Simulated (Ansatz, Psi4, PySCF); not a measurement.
benzonitrile (C7H5N), singlet, at a GFN2-xTB geometry. Base run: MP2/STO-3G (PySCF).

Here is a job for PySCF.
```python
from pyscf import gto, scf, mp

mol = gto.M(
    atom='''
N     3.11954950    0.55509879    0.02098944
C     1.99092193    0.35426857    0.01339563
C     0.59841258    0.10648271    0.00402633
C    -0.29759092    1.17226289    0.09170135
C    -1.65657157    0.92270395    0.08196575
C    -2.12584534   -0.37827711   -0.01430344
C    -1.23539287   -1.43730580   -0.10142392
C     0.12626512   -1.20274894   -0.09285409
H     0.07933305    2.18171727    0.16631022
H    -2.35309519    1.74500709    0.14964731
H    -3.18890940   -0.56744083   -0.02145612
H    -1.60456936   -2.44924172   -0.17627588
H     0.82920083   -2.02005096   -0.16019728
''',
    basis='sto-3g',
    verbose=4,
)

mf = scf.RHF(mol)
mf.kernel()

pt = mp.MP2(mf)
pt.kernel()
print('E(MP2) = %.10f' % pt.e_tot)
```

The same geometry, method and basis name were run in Ansatz (a quantum-chemistry and plane-wave program) and Psi4 and PySCF, at each program's defaults and at the settings that a row names. The base is PySCF at its defaults. Differences at the defaults can come from grids, fitting, cores and function types together.

```tsv
code and settings	ΔE vs base (mEh)	basis functions	E (Eh)	SCF cycles
PySCF, defaults (exact integrals, spherical functions, all electrons correlated)	0.000	45	-318.93296	11
Psi4, defaults (density fitting with its default set, spherical functions, all electrons correlated)	[?]	45	[?]	12
Ansatz, defaults (factorised integrals, spherical functions, frozen core)	3.534	45	-318.92943	-
PySCF, frozen core	3.508	45	-318.92946	11
Psi4, exact integrals, spherical functions, frozen core	3.508	45	-318.92946	12
Ansatz, high accuracy, frozen core	3.508	45	-318.92946	-
```

Problem. Fill in the missing entries.

Solution. 
- Psi4, defaults (density fitting with its default set, spherical functions, all electrons correlated), ΔE vs base (mEh): -0.856
- Psi4, defaults (density fitting with its default set, spherical functions, all electrons correlated), E (Eh): -318.93382
